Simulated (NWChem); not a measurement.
System: SiHOIF₂; SMILES I[Si](O)(F)F

NWChem input:

```
start job
memory heap 200 mb stack 900 mb global 1100 mb
geometry units angstroms noautoz
  O     -1.614516     1.622918    -0.008991
  Si    -0.048739     1.175948    -0.000526
  F      0.714266     1.776338     1.279378
  F      0.728428     1.775011    -1.272449
  I      0.079788    -1.212605     0.000529
  H     -1.822267     2.563913    -0.003216
end
basis spherical
  * library def2-svpd
end
ecp
  I library def2-ecp
end
dft
  xc b3lyp
  iterations 150
end
tddft
  cis
  nroots 6
  notriplet
end
task tddft energy
```

Output (shortened):

```
             Northwest Computational Chemistry Package (NWChem) 7.3.0
             --------------------------------------------------------

 C1  symmetry detected

                             Geometry "geometry" -> ""
                             -------------------------

 Output coordinates in angstroms (scale by  1.889725989 to convert to a.u.)

  No.       Tag          Charge          X              Y              Z
 ---- ---------------- ---------- -------------- -------------- --------------
    1 O                    8.0000    -1.57870374     1.67936871    -0.01275716
    2 Si                  14.0000    -0.02864559     1.18069117    -0.00043277
    3 F                    9.0000     0.75058308     1.75516289     1.28159061
    4 F                    9.0000     0.77122090     1.75390801    -1.27019227
    5 I                   53.0000     0.02055784    -1.21081135     0.00024082
    6 H                    1.0000    -1.75513322     2.62673746    -0.00723251

 Effective nuclear repulsion energy (a.u.)     566.8299560392

                                 NWChem DFT Module
                                 -----------------

 Summary of "ao basis" -> "ao basis" (spherical)
 ------------------------------------------------------------------------------
       Tag                 Description            Shells   Functions and Types
 ---------------- ------------------------------  ------  ---------------------
 O                         def2-svpd                 9       23   4s3p2d
 Si                        def2-svpd                10       24   5s3p2d
 F                         def2-svpd                 9       23   4s3p2d
 I                         def2-svpd                13       35   5s5p3d
 H                         def2-svpd                 4        8   2s2p

[...]

                                NWChem TDDFT Module
                                -------------------

            General Information
            -------------------
           No. of orbitals :     272
            Alpha orbitals :     136
             Beta orbitals :     136
        Alpha frozen cores :       0
         Beta frozen cores :       0
     Alpha frozen virtuals :       0
      Beta frozen virtuals :       0
         Spin multiplicity :       1
    Number of AO functions :     136
        Use of symmetry is : off
      Symmetry adaption is : off
         Schwarz screening :  0.10D-07

              XC Information
              --------------
                  B3LYP Method XC Potential
              Hartree-Fock (Exact) Exchange   0.20
                 Slater Exchange Functional   0.80 local
             Becke 1988 Exchange Functional   0.72 non-local
       Lee-Yang-Parr Correlation Functional   0.81
           VWN I RPA Correlation Functional   0.19 local

             TDDFT Information
             -----------------
          Calculation type : Tamm-Dancoff TDDFT
         Wavefunction type : Restricted singlets
          No. of electrons :      66
           Alpha electrons :      33
            Beta electrons :      33
              No. of roots :       6
          Max subspacesize :    5200
            Max iterations :     100
               Target root :       1
           Target symmetry : none
      Symmetry restriction : off
                 Algorithm : Optimal
        Davidson threshold :  0.10D-03

    6 smallest eigenvalue differences (eV)
--------------------------------------------------------
  No. Spin  Occ  Vir  Irrep   E(Occ)    E(Vir)   E(Diff)
--------------------------------------------------------
    1    1   33   34 a        -0.297    -0.045     6.838
    2    1   32   34 a        -0.297    -0.045     6.841
    3    1   33   35 a        -0.297    -0.004     7.959
    4    1   32   35 a        -0.297    -0.004     7.963
    5    1   33   36 a        -0.297     0.019     8.600
    6    1   32   36 a        -0.297     0.019     8.603
--------------------------------------------------------

  Entering Davidson iterations
  Restricted singlet excited states

  Iter   NTrls   NConv    DeltaV     DeltaE      Time
  ----  ------  ------  ---------  ---------  ---------
    1      6       0     0.62E-01   0.10+100       40.4
    2     12       0     0.17E-01   0.99E-02       38.9
    3     18       0     0.91E-02   0.79E-03       39.2
    4     24       0     0.61E-02   0.22E-03       38.1
    5     30       2     0.59E-02   0.25E-03       45.3
    6     34       2     0.24E-02   0.56E-04       41.1
    7     38       4     0.12E-02   0.13E-04       37.2
    8     40       4     0.36E-03   0.23E-05       28.6
    9     42       5     0.11E-03   0.15E-06       31.6
   10     43       6     0.63E-04   0.11E-07       31.4
  ----  ------  ------  ---------  ---------  ---------
  Convergence criterion met

  Ground state a        -862.745993892812 a.u.

  ----------------------------------------------------------------------------
  Root   1 singlet a              0.214361503 a.u.                5.8331 eV
  ----------------------------------------------------------------------------
     Transition Moments    X  0.30178   Y -0.03759   Z -0.05192
     Dipole Oscillator Strength                    0.0136021428
     Electric Quadrupole                           0.0000000286
     Magnetic Dipole                               0.0000000010
     Total Oscillator Strength                     0.0136021723

[...]
```

Level: B3LYP/def2-SVPD with def2 effective core potentials on I, TDA. Structure relaxed at the PBE0/def2-SVP level. Not confirmed as a minimum by frequencies. def2 effective core potentials on I; no spin-orbit coupling.
